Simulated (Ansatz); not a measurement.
Geometry optimisation of [Ho(H2O)6]3+ (HoO6H12³⁺).

```yaml
crystal:
  periodic: [false, false, false]
  atoms:
    - {symbol: Ho, position_ang: [0.001880, -0.000490, -0.002160]}
    - {symbol: O, position_ang: [0.173200, 0.187020, 2.322760]}
    - {symbol: H, position_ang: [0.152310, 0.992690, 2.879870]}
    - {symbol: H, position_ang: [0.283570, -0.521440, 2.990460]}
    - {symbol: O, position_ang: [-0.172570, -0.185710, -2.327120]}
    - {symbol: H, position_ang: [-0.267870, 0.523580, -2.996700]}
    - {symbol: H, position_ang: [-0.169060, -0.992900, -2.882650]}
    - {symbol: O, position_ang: [2.327040, 0.174410, -0.181560]}
    - {symbol: H, position_ang: [2.993010, 0.292510, 0.527500]}
    - {symbol: H, position_ang: [2.886000, 0.147720, -0.985970]}
    - {symbol: O, position_ang: [-2.323710, -0.174920, 0.175790]}
    - {symbol: H, position_ang: [-2.882520, -0.166410, 0.980630]}
    - {symbol: H, position_ang: [-2.990720, -0.274630, -0.535340]}
    - {symbol: O, position_ang: [-0.179000, 2.325360, -0.175910]}
    - {symbol: H, position_ang: [-0.985510, 2.881770, -0.176630]}
    - {symbol: H, position_ang: [0.531690, 2.993730, -0.267690]}
    - {symbol: O, position_ang: [0.177040, -2.325620, 0.185340]}
    - {symbol: H, position_ang: [-0.535170, -2.989830, 0.294100]}
    - {symbol: H, position_ang: [0.980400, -2.886850, 0.175250]}
basis:
  gaussian: {orbitals: def2-SVP}
total_charge: 3
magnetization: {spin_polarized: true, initial_magnetization: 4}
hamiltonian: {xc: pbe, dispersion: d4}
scf: {lower_state_search: "off"}
output: {orbitals: {seedname: orbitals}}
relax: {f_tol: 0.03, max_steps: 70}
```

```sh
$ ansatz run in.yaml --threads 4 --pin off --events-out ev --progress --plain --max-ram 6963MiB
```

It prints (some lines left out):

```
Functional definition: PBE
basis functions trapped inside cores are left out: 1
mean field -38241.92293322 eV, -1405.3647464895 hartree, gradient 6.9e-6 eV, S^2 6.002957; 0 other end points of the search recorded, 0 dependent functions left out
relax step   1: F+E_penalty+E_count = -38242.17432668 eV  Δ(F+E_penalty+E_count) = +0.000e0 eV  max|allowed force component| = 4.077e-1 eV/Å  Δτ_max = 0.0000 Å  (149 SCF iters, accepted)
basis functions trapped inside cores are left out: 1
mean field -38241.95227911 eV, -1405.3658249312 hartree, gradient 3.5e-6 eV, S^2 6.002981; 0 other end points of the search recorded, 0 dependent functions left out
relax step   2: F+E_penalty+E_count = -38242.21104859 eV  Δ(F+E_penalty+E_count) = -3.672e-2 eV  max|allowed force component| = 1.258e-1 eV/Å  Δτ_max = 0.0555 Å  (53 SCF iters, accepted)
basis functions trapped inside cores are left out: 1
mean field -38241.93844545 eV, -1405.3653165533 hartree, gradient 8.1e-6 eV, S^2 6.002977; 0 other end points of the search recorded, 0 dependent functions left out
relax step   3: F+E_penalty+E_count = -38242.19465254 eV  Δ(F+E_penalty+E_count) = +1.640e-2 eV  max|allowed force component| = 4.470e-1 eV/Å  Δτ_max = 0.0724 Å  (52 SCF iters, rejected (line search))
basis functions trapped inside cores are left out: 1
mean field -38241.95663237 eV, -1405.3659849104 hartree, gradient 2.1e-6 eV, S^2 6.002976; 0 other end points of the search recorded, 0 dependent functions left out
relax step   4: F+E_penalty+E_count = -38242.21233695 eV  Δ(F+E_penalty+E_count) = -1.288e-3 eV  max|allowed force component| = 3.553e-1 eV/Å  Δτ_max = 0.0297 Å  (56 SCF iters, accepted)
basis functions trapped inside cores are left out: 1
mean field -38241.96241503 eV, -1405.3661974194 hartree, gradient 2.1e-6 eV, S^2 6.002976; 0 other end points of the search recorded, 0 dependent functions left out
relax step   5: F+E_penalty+E_count = -38242.21851110 eV  Δ(F+E_penalty+E_count) = -6.174e-3 eV  max|allowed force component| = 1.272e-1 eV/Å  Δτ_max = 0.0352 Å  (54 SCF iters, accepted)
basis functions trapped inside cores are left out: 1
mean field -38241.96464943 eV, -1405.3662795321 hartree, gradient 1.9e-6 eV, S^2 6.002976; 0 other end points of the search recorded, 0 dependent functions left out
relax step   6: F+E_penalty+E_count = -38242.22051191 eV  Δ(F+E_penalty+E_count) = -2.001e-3 eV  max|allowed force component| = 2.485e-3 eV/Å  Δτ_max = 0.0198 Å  (55 SCF iters, accepted)
Total energy: -38242.22060823 eV, -1405.3756858443 hartree
Atom 0 at     0.000984     0.000189     0.000248 Å, force     0.000205     0.000087     0.000174 eV/Å
Atom 1 at     0.168135     0.188707     2.301494 Å, force    -0.000066    -0.000191    -0.002485 eV/Å
Atom 2 at     0.150196     1.010773     2.847844 Å, force    -0.000521     0.001832     0.001507 eV/Å
Atom 3 at     0.274081    -0.533911     2.965754 Å, force    -0.000144    -0.001590     0.001108 eV/Å
Atom 4 at    -0.166902    -0.186815    -2.300999 Å, force    -0.000045    -0.000506     0.000343 eV/Å
Atom 5 at    -0.273622     0.536438    -2.964476 Å, force     0.001633     0.000351    -0.000451 eV/Å
Atom 6 at    -0.148542    -1.008334    -2.848230 Å, force    -0.000498    -0.000069    -0.000284 eV/Å
Atom 7 at     2.303160     0.165476    -0.177096 Å, force    -0.001138    -0.000778    -0.001575 eV/Å
Atom 8 at     2.963255     0.276616     0.548568 Å, force     0.000791    -0.000796     0.000539 eV/Å
Atom 9 at     2.854282     0.141088    -0.995870 Å, force     0.000218     0.002108    -0.000122 eV/Å
Atom 10 at    -2.300852    -0.166911     0.179999 Å, force     0.002256    -0.000215     0.000232 eV/Å
Atom 11 at    -2.850204    -0.150140     1.000070 Å, force    -0.002001     0.000738     0.002307 eV/Å
Atom 12 at    -2.962373    -0.272138    -0.545196 Å, force    -0.001612    -0.000882    -0.001652 eV/Å
Atom 13 at    -0.182274     2.301199    -0.175705 Å, force    -0.000530    -0.001573    -0.001290 eV/Å
Atom 14 at    -1.003763     2.848656    -0.165333 Å, force    -0.000106     0.001235     0.001928 eV/Å
Atom 15 at     0.541878     2.964082    -0.279948 Å, force     0.001102     0.000541    -0.000632 eV/Å
Atom 16 at     0.179616    -2.301346     0.173038 Å, force     0.000110     0.000231    -0.001683 eV/Å
Atom 17 at    -0.546310    -2.962167     0.278146 Å, force     0.000213    -0.000190     0.000709 eV/Å
Atom 18 at     0.999265    -2.851468     0.157662 Å, force     0.000133    -0.000334     0.001325 eV/Å
Dipole moment:    -0.001121    -0.000441    -0.000919 e Å
Checks for a lower state left out: stability, starts, cluster_reference, orbital_swaps, neighbouring_geometries, increment
```

Hardware: 4 threads of Arm Neoverse V2 on a shared host. Wall time 58 s, peak host memory 0.91 GiB.

In the def2 sets Ho takes a core potential; there is no spin–orbit coupling. With an open 4f shell the SCF may have ended on a state above the lowest. The relaxation made no stability test and no search for a lower SCF solution. No other spin state of charge 3 was run.
